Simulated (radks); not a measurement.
The numbers below are computed, except where a source is named.
Initial-state core-level shifts of the niobium ion Nb3+ when its valence configuration changes from [Kr] 4d2. Code: a radial shooting solver on a logarithmic mesh with Libxc functionals. Model: Dirac Kohn-Sham, PBEsol, spin-unpolarised, spherical densities, finite nucleus; open shells are shared between the two j in proportion to 2j + 1; Fermi nuclear charge, rms radius 4.324 fm. Shifts are changes of the shell-averaged eigenvalues in eV (positive: less bound); the change of the density at the nucleus, which sets a Mossbauer isomer shift, is in e/bohr^3, on a base of 8.236e+04.

4d1.5 5p0.5: 3p -2.970; 3d -2.987; 4s -2.626; 4p -2.484; density at nucleus +1.824
4d1 5p1: 3p -6.014; 3d -6.049; 4s -5.275; 4p -4.981; density at nucleus +3.853
5p2: 3p -12.282; 3d -12.359; 4s -10.589; 4p -9.968; density at nucleus +8.493
4d1 5s1: 3p -4.905; 3d -4.941; 4s -4.215; 4p -3.954; density at nucleus +24.818
5s1 5p1: 3p -11.197; 3d -11.274; 4s -9.572; 4p -8.988; density at nucleus +30.752
4d1.5 5s0.5: 3p -2.414; 3d -2.430; 4s -2.090; 4p -1.963; density at nucleus +12.029
5s2: 3p -10.102; 3d -10.178; 4s -8.542; 4p -7.992; density at nucleus +52.896
4d0.5 5s1.5: 3p -7.469; 3d -7.524; 4s -6.367; 4p -5.965; density at nucleus +38.407
4d0.5 5s1 5p0.5: 3p -8.020; 3d -8.075; 4s -6.891; 4p -6.472; density at nucleus +27.639
